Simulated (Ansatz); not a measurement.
`BC(=C)C` + `FC([SiH3])S` → `BSC(F)[SiH3]` + propene at 600 K and 1 bar (ligand exchange at a B–C bond).

Program: Ansatz. Geometries: PBE0-D4/def2-TZVP. ΔE: electronic, gas phase. CBS: MP2 limit from def2 TZ/QZ plus the TZ coupled-cluster correction, frozen cores. One conformer a species, not always the lowest.

```csv
species,CCSD(T)/CBS energy (Eh),H − E (kJ/mol),S (J/(mol·K))
`BC(=C)C`,-143.12562,290.6,379.6
`FC([SiH3])S`,-827.68200,196.6,405.2
`BSC(F)[SiH3]`,-853.08988,243.7,461.9
`C=CC`,-117.74610,248.6,323.1
```

H − E and S are ideal-gas, rigid-rotor, harmonic terms from PBE0-D4/def2-TZVP, for one conformer and one mirror image of each species. 1 Eh = 2625.50 kJ/mol, R = 8.31446 J/(mol·K).

Task: By hand: ΔE, ΔH, ΔS and ΔG.

Result: ΔE = (-853.08988) + (-117.74610) − (-143.12562) − (-827.68200) = -0.02836 Eh = -74.5 kJ/mol. Δ(H − E) = 243.7 + 248.6 − 290.6 − 196.6 = 5.1, so ΔH = -69.4 kJ/mol. ΔS = 461.9 + 323.1 − 379.6 − 405.2 = 0.2 J/(mol·K). ΔG = -69.4 − 600 × (0.2)/1000 = -69.5 kJ/mol.

Task: By hand: the equilibrium constant, and the temperature at which ΔG would vanish if ΔH and ΔS stayed fixed.

Result: log₁₀ K = −ΔG/(RT ln 10) = 6.1. ΔH and −TΔS have one sign here, so there is no such temperature. One of them is within its doubt of zero, so this could turn.

The number of gas molecules stays the same, so ΔS is small and ΔH decides. A doubt of 5 kJ/mol in ΔE shifts log₁₀ K by 0.4 here. Other conformers and mirror images would add mixing entropy, several J/(mol·K) or more a flexible species. Modes under 60 cm⁻¹, often nearly free rotors, make the harmonic entropy too high. These are equilibria of isolated gas molecules and say nothing of rates. Largest T1 diagnostic: 0.014 (customary marks: 0.02 for closed shells, 0.045 for open ones).
